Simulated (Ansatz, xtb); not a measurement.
# C3H5NSi: which of two isomers lies lower

We compare a, `N#C/C=C/[SiH3]`, a singlet, with b, `N#C/C=C\[SiH3]`, a singlet. Both are isolated molecules in the gas phase, relaxed with PBE0-D3(BJ)/def2-SVP.

a (Å):

```yaml
atoms:
  - { symbol: C, position_ang: [0.5472, 0.5177, 1.1775] }
  - { symbol: C, position_ang: [0.3037, 0.6993, -0.2197] }
  - { symbol: C, position_ang: [-0.9133, 0.9646, -0.7277] }
  - { symbol: N, position_ang: [0.7563, 0.3684, 2.3086] }
  - { symbol: Si, position_ang: [-1.2278, 1.2008, -2.5614] }
  - { symbol: H, position_ang: [1.1859, 0.6074, -0.8644] }
  - { symbol: H, position_ang: [-1.7517, 1.0429, -0.0242] }
  - { symbol: H, position_ang: [-1.7963, 2.5597, -2.8067] }
  - { symbol: H, position_ang: [-2.2079, 0.1819, -3.0421] }
  - { symbol: H, position_ang: [0.0679, 1.0481, -3.2861] }
```

b (Å):

```json
{"atom": "C", "x (Å)": "0.6089", "y (Å)": "1.2240", "z (Å)": "0.5768"}
{"atom": "C", "x (Å)": "0.2441", "y (Å)": "0.0654", "z (Å)": "-0.1790"}
{"atom": "C", "x (Å)": "-0.5497", "y (Å)": "0.0857", "z (Å)": "-1.2652"}
{"atom": "N", "x (Å)": "0.9214", "y (Å)": "2.1449", "z (Å)": "1.2088"}
{"atom": "Si", "x (Å)": "-1.3619", "y (Å)": "1.5888", "z (Å)": "-2.0511"}
{"atom": "H", "x (Å)": "0.6665", "y (Å)": "-0.8749", "z (Å)": "0.1946"}
{"atom": "H", "x (Å)": "-0.7364", "y (Å)": "-0.8879", "z (Å)": "-1.7358"}
{"atom": "H", "x (Å)": "-2.8410", "y (Å)": "1.3802", "z (Å)": "-2.0536"}
{"atom": "H", "x (Å)": "-1.0103", "y (Å)": "2.8224", "z (Å)": "-1.2966"}
{"atom": "H", "x (Å)": "-0.8982", "y (Å)": "1.6909", "z (Å)": "-3.4674"}
```

Energies in hartree; the thermal terms are from PBE0-D3(BJ)/def2-SVP harmonic frequencies (ideal gas, rigid rotor, one conformer each, 298.15 K, 1 atm) and include the zero-point energy:

```
                              a           b
E, CCSD(T)/def2-SVP  −460.352047  −460.350709
    E, MP2/def2-SVP  −460.281187  −460.279823
  E, MP2/def2-TZVPP  −460.716364  −460.715353
  zero-point energy     0.066216     0.066292
       H(298 K) − E     0.073616     0.073600
       G(298 K) − E     0.036256     0.035936
```

Question: Correct the CCSD(T) difference for the basis set by the MP2 change, then work out ΔE, ΔE₀, ΔH and ΔG for a → b in kJ/mol (1 Eh = 2625.50 kJ/mol) and the equilibrium ratio [b]/[a].

Answer: 1. Differences b − a: CCSD(T) +0.001338, MP2 in the small set +0.001364, MP2 in the large set +0.001011 Eh.
2. ΔE = +0.001338 + (+0.001011 − (+0.001364)) = +0.000985 Eh = +2.59 kJ/mol.
3. ΔE₀ = ΔE + ΔZPE = +0.000985 + (+0.000076) Eh = +2.79 kJ/mol.
4. ΔH = ΔE + (−0.000016) Eh = +2.54 kJ/mol.
5. ΔG = ΔE + (−0.000320) Eh = +1.75 kJ/mol, so ΔS = (ΔH − ΔG)/T = +2.7 J/(mol K).
6. kT = 0.9442 mEh, so K = [b]/[a] = exp(−ΔG/kT) = exp(−0.70) ≈ 0.49.

The two are too close for this level to say which is favoured. An error of 4 kJ/mol in ΔG would change K by a factor of 5. Mirror images and further conformers aren't counted.

As drawn, both hold the same kinds of bond in the same numbers.

Other levels gave ΔE = +2.0 (GFN2-xTB); +4.5 (HF/STO-3G, GFN2-xTB geometries); +3.6 (r2SCAN-D4/def2-SVP, GFN2-xTB geometries); +1.6 (PBE0-D3(BJ)/def2-SVP); +5.0 (HF/def2-SVP); +3.6 (MP2/def2-SVP); +3.5 (CCSD(T)/def2-SVP) kJ/mol. The correlated steps freeze 9 core orbitals. Programs: Ansatz 0.2.0, xtb 6.7.1.
